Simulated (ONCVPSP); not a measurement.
hafnium, ONCV: configuration errors across variants

* Element: Hf
* Generator: ONCVPSP 4.0.1
* Type: optimised norm-conserving Vanderbilt (ONCV)
* Functional: PBEsol
* Relativity: fully relativistic
* Frozen core: [Kr] 4d10 4f14
* Valence charge: 12
* Reference configuration: 5s2 5p6 5d1 (charge +3)
* Partial waves: 5s: rc 1.65 bohr, ncon 3, nbas 7, qcut 7.3 1/bohr, 2 projectors, debl 1.1 Ha; 5p: rc 1.80 bohr, ncon 4, nbas 7, qcut 6.1 1/bohr, 2 projectors, debl 3.9 Ha; 5d: rc 2.65 bohr, ncon 4, nbas 9, qcut 5.9 1/bohr, 3 projectors, debl 0.8 Ha
* Local potential: polynomial inside 1.20 bohr (lpopt 4, dvloc0 6 Ha)
* Core correction: Teter function, fcfact 3.75, rcfact 1.65

Open shells are filled in proportion to 2j + 1.

In the s channel the program set the typed energies aside and used -3.459, 0.250 Ha. In the d channel the program set the typed energies aside and used -0.985, 0.250, 1.050 Ha (j = l + 1/2; the other j can differ).

All-electron excitation energies from the reference (eV): (1) 5s2 5p6 5d2 6s2 -43.941; (2) 5s2 5p6 5d2 6s1 -35.929; (3) 5s2 5p6 5d2 -21.765; (4) 5s1 5p6 5d2 6s2 29.087.

2 further variants failed, have other tests or too few solved ones, and are left out.

Errors AE − PS in meV (a dash: test not solved or not reliable):

| change | (1) | (2) | (3) | (4) | bound ghosts | GHOST(+) flags above zero |
| --- | --- | --- | --- | --- | --- | --- |
| base | -50 | -56 | -46 | -255 | none | none |
| s: qcut 4.5 | -66 | -65 | -49 | -471 | none | none |
| s: qcut 5.9 | -57 | -60 | -47 | -351 | none | none |
| s: qcut 7.2 | -50 | -56 | -46 | -260 | none | none |

Question: Give the same row for: s: qcut 8.1.

Answer: -49, -56, -46, -219; bound ghosts: none; GHOST(+) flags above zero: none.
